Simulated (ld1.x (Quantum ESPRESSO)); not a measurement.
# Building the PAW potential for Er (Z = 68) (PBEsol, scalar-relativistic).

ld1.x (Quantum ESPRESSO) 7.5 input, shortened:

```
&input
   title='Er', zed=68., rel=1, dft='PBESOL', iswitch=3,
   config='[Xe] 4f12 5d0 6s2 6p0'
 /
 &inputp
   pseudotype=3, lpaw=.true., tm=.true., lloc=-1, rcloc=1.35,
   nlcc=.true., new_core_ps=.true., rcore=0.65,
   which_augfun='BESSEL', rmatch_augfun=0.90
 /
8
5S  1  0   2.00   0.00  2.00  2.40  0.0
6S  2  0   2.00   0.00  2.00  2.40  0.0
5P  2  1   6.00   0.00  2.10  2.25  0.0
6P  3  1   0.00   0.00  2.10  2.25  0.0
4D  3  2  10.00   0.00  0.90  0.95  0.0
5D  4  2   0.00   0.00  0.90  0.95  0.0
4F  4  3  12.00   0.00  1.00  1.15  0.0
4F  4  3   0.00   4.65  1.00  1.15  0.0
 &test
   configts(1)='4d10 4f12 5s2 5p6 5d0 6s2 6p0'
 /
```

All-electron outer shells of the reference configuration (PBEsol, scalar-relativistic, ld1.x):

```csv
shell,level (eV),outermost node (bohr),outermost maximum (bohr)
4s,-425.53,0.27,0.47
4p,-314.23,0.27,0.49
4d,-165.22,0.25,0.51
5s,-51.90,0.60,1.11
5p,-26.42,0.65,1.28
6s,-3.85,1.52,3.38
4f,-3.18,–,0.51
6p,-1.11,1.87,4.68
5d,-0.93,0.73,2.10
```

(1) Is the overlap operator S = 1 + Σ q|β⟩⟨β| positive definite (Bessel basis up to 400 Ry)?

Answers

(1) No: its lowest eigenvalue is -0.134, in the p channel, so the generalised eigenproblem breaks down once the basis is large enough.

Test run stopped at test 1 of 7 (negative rho).

The ghost test of this file was not conclusive. Its overlap operator is not positive definite in a basis up to 400 Ry (lowest eigenvalue s -0.06, p -0.13), so the file is unfit for use: the generalised eigenproblem breaks down once the basis is large enough, and its test numbers describe a broken file.
